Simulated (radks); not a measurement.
Charge is removed step by step from the 4d (averaged over the sub-levels emptied) level of neutral ruthenium, starting from [Kr] 4d7 5s1. All-electron calculation, Dirac Kohn-Sham, PBEsol, spin-unpolarised, spherical densities, finite nucleus; open shells are shared between the two j in proportion to 2j + 1; Fermi nuclear charge, rms radius 4.4809 fm. Program: a radial shooting solver on a logarithmic mesh with Libxc functionals.

| removed (e) | E - E(0) (eV) | eigenvalue (eV) | E minus straight line (eV) |
|---|---|---|---|
| 0 | 0.000 | -5.220 | 0.000 |
| 0.1 | 0.567 | -6.132 | -0.446 |
| 0.2 | 1.227 | -7.071 | -0.799 |
| 0.3 | 1.982 | -8.035 | -1.057 |
| 0.4 | 2.835 | -9.024 | -1.217 |
| 0.5 | 3.788 | -10.037 | -1.277 |
| 0.6 | 4.843 | -11.071 | -1.235 |
| 0.7 | 6.003 | -12.128 | -1.088 |
| 0.8 | 7.269 | -13.205 | -0.835 |
| 0.9 | 8.645 | -14.303 | -0.473 |
| 1 | 10.131 | -15.420 | 0.000 |

Removing the whole electron costs 10.131 eV by Delta-SCF, against 5.220 eV from minus the eigenvalue at the starting occupation. Slater's transition state (half an electron removed) gives 10.037 eV. Integrating minus the eigenvalue over the occupation (Janak's theorem) gives 10.131 eV. The mean slope of the eigenvalue, de/dn, is 10.2 eV per electron.
